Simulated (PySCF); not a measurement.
Screening by computed properties: pick the candidate that meets the target.

Species are written as SMILES; each is one conformer at its optimised geometry, gas phase, non-relativistic unless stated. Electronic properties by PySCF.

Dipoles, sizes and rotational constants follow the conformer. The torsions of the flexible species, by atom-mapped SMILES:
- `[CH3:1][CH2:2][c:3]1[n:4][n:5][c:6]([CH3:7])[cH:8][c:9]1[C:10]#[N:11]`: C1–C2–C3–N4 98°
- `[CH3:1][N:2]([CH3:3])[SiH2:4][C@@H:5]([F:6])[CH2:7][CH2:8][F:9]`: C1–N2–Si4–C5 165°, N2–Si4–C5–F6 84°, Si4–C5–C7–C8 -55°, C5–C7–C8–F9 75°
- `[CH2:1]=[C:2]1[CH:3]=[C:4]([C:5]([F:6])([F:7])[F:8])/[C:9]1=[CH:10]/[O:11][CH3:12]`: C3–C4–C5–F6 2°, C9–C10–O11–C12 -179°
- `[CH2:1]=[CH:2][S@:3](=[O:4])[CH2:5][CH:6]1[CH2:7][CH2:8][CH2:9]1`: C1–C2–S3–O4 -2°, C2–S3–C5–C6 171°, S3–C5–C6–C7 173°

(1) Wanted: HOMO energy above -6.5 eV (PBE0/pcSseg-1) and dipole moment above 2.3 D (PBE0/pcSseg-1), at GFN2-xTB geometries. Which candidate meets both?
A. `C=C[S@](=O)CC1CCC1`
B. `CCc1nnc(C)cc1C#N`
C. `CN(C)[SiH2][C@@H](F)CCF`
D. `C=C1C=C(C(F)(F)F)/C1=C/OC`

## Answers

(1) D. Computed values:
```
                  species  HOMO energy  dipole moment
         CCc1nnc(C)cc1C#N     -7.08 eV         2.02 D
       C=C[S@](=O)CC1CCC1     -6.67 eV         3.35 D
C=C1C=C(C(F)(F)F)/C1=C/OC     -6.38 eV         2.68 D
  CN(C)[SiH2][C@@H](F)CCF     -6.27 eV         1.31 D
```
